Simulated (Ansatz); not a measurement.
`F[SiH]([AlH2])[GeH3]` + `BO` → `OB[SiH](F)[AlH2]` + GeH₄ at 400 K and 1 bar (formal exchange of groups at the Si–Ge bond).

Calculated with Ansatz (gas phase, PBE0-D4/def2-TZVP geometries, no zero-point term in ΔE). CCSD(T)/CBS adds triple-zeta CCSD(T) − MP2 to the extrapolated MP2 energy (def2 sets, frozen cores). This one scheme is used for every species. For Ge outer-core shells are correlated without core-valence functions, which leaves a few kJ/mol of doubt a bond. Scalar relativity is left out up to krypton. Each species was taken in one conformer, which may not be the lowest.

```json
{"species": "`F[SiH]([AlH2])[GeH3]`", "CCSD(T)/CBS energy (Eh)": "-2710.63746", "H − E (kJ/mol)": "166.2", "S (J/(mol·K))": "432.0"}
{"species": "`BO`", "CCSD(T)/CBS energy (Eh)": "-101.80414", "H − E (kJ/mol)": "108.2", "S (J/(mol·K))": "244.0"}
{"species": "`OB[SiH](F)[AlH2]`", "CCSD(T)/CBS energy (Eh)": "-733.93198", "H − E (kJ/mol)": "177.1", "S (J/(mol·K))": "424.0"}
{"species": "GeH₄", "CCSD(T)/CBS energy (Eh)": "-2078.49493", "H − E (kJ/mol)": "93.6", "S (J/(mol·K))": "231.8"}
```

H − E and S are ideal-gas, rigid-rotor, harmonic terms from PBE0-D4/def2-TZVP, for one conformer and one mirror image of each species. 1 Eh = 2625.50 kJ/mol, R = 8.31446 J/(mol·K).

**Question.** By hand: ΔE, ΔH, ΔS and ΔG.

**Answer.** ΔE = (-733.93198) + (-2078.49493) − (-2710.63746) − (-101.80414) = 0.01469 Eh = 38.6 kJ/mol. Δ(H − E) = 177.1 + 93.6 − 166.2 − 108.2 = -3.7, so ΔH = 34.9 kJ/mol. ΔS = 424.0 + 231.8 − 432.0 − 244.0 = -20.2 J/(mol·K). ΔG = 34.9 − 400 × (-20.2)/1000 = 43.0 kJ/mol.

**Question.** By hand: the equilibrium constant, and the temperature at which ΔG would vanish if ΔH and ΔS stayed fixed.

**Answer.** log₁₀ K = −ΔG/(RT ln 10) = -5.6. ΔH and −TΔS have one sign here, so there is no such temperature.

ΔH outweighs TΔS. A doubt of 5 kJ/mol in ΔE shifts log₁₀ K by 0.7 here. Other conformers and mirror images would add mixing entropy, several J/(mol·K) or more a flexible species. Modes under 60 cm⁻¹, often nearly free rotors, make the harmonic entropy too high. These are equilibria of isolated gas molecules and say nothing of rates. Largest T1 diagnostic: 0.014 (customary marks: 0.02 for closed shells, 0.045 for open ones).
